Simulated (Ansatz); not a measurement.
The same ligand exchange along the group Si, Ge, Sn.

Computed with Ansatz on PBE0-D4/def2-TZVP structures; ΔE is electronic, products minus reactants. CCSD(T)/CBS adds triple-zeta CCSD(T) − MP2 to the extrapolated MP2 energy (def2 sets, frozen cores). This one scheme is used for every species. Functionals use def2-TZVPP. Elements past krypton have def2 core potentials. For Br, Ge, Sn outer-core shells are correlated without core-valence functions, which leaves a few kJ/mol of doubt a bond. Scalar relativity is left out up to krypton.

```csv
reaction,CCSD(T)/CBS(def2) (kJ/mol)
`F[Si]Br` + HCl → `Cl[Si]Br` + H–F,39
`[F][Ge][Br]` + HCl → `[Cl][Ge][Br]` + H–F,?
`[F][Sn][Br]` + HCl → `[Cl][Sn][Br]` + H–F,-31
```

(1) Fill in the missing values. (Estimate.)

Largest T1 diagnostic: 0.014, for `[F][Sn][Br]`.

Results:

(1) The calculation gave: `[F][Ge][Br]` + HCl → `[Cl][Ge][Br]` + H–F: -11.2 kJ/mol.
